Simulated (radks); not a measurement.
The numbers below are computed, except where a source is named.
Question: These are the eigenvalues of the occupied orbitals of an atom or ion with whole-number occupations (hartree). Level of theory: scalar-relativistic Kohn-Sham, r2SCAN, spin-polarised, spherical densities, finite nucleus; meta-GGA in the generalised Kohn-Sham scheme; Fermi nuclear charge, rms radius of each element as measured or else 0.836 A^(1/3) + 0.57 fm (a radial shooting solver on a logarithmic mesh with Libxc functionals).

| orbital | eigenvalue |
|---|---|
| 1s up | -2334.083 |
| 1s down | -2334.073 |
| 2s up | -404.3181 |
| 2s down | -404.3156 |
| 2p up | -356.4886 |
| 2p down | -356.4816 |
| 3s up | -97.69477 |
| 3s down | -97.60694 |
| 3p up | -83.27016 |
| 3p down | -83.18053 |
| 3d up | -65.91759 |
| 3d down | -65.84740 |
| 4s up | -25.45977 |
| 4s down | -25.28815 |
| 4p up | -20.67270 |
| 4p down | -20.50457 |
| 4d up | -14.39090 |
| 4d down | -14.22123 |
| 5s up | -8.48276 |
| 5s down | -8.31362 |
| 4f up | -7.39635 |
| 4f down | -7.21947 |
| 5p up | -7.06611 |
| 6p up | -3.66732 |

Which element is it, and in what charge state? The configuration may be excited. Open shells, if any, are filled with parallel spins first.

Answer: Z = 71, lutetium, charge +10: Lu10+ in [Kr] 4d10 4f11 5s2 5p1 6p1. The list shows which subshells hold electrons but not how many an open one holds; the 1s level, -2334.1 hartree, gives Z - s = 68.3 by -(Z - s)^2/2, which with screening and relativity narrows Z to a few neighbours, and the depths of the outer levels then fix element, charge and occupations together.
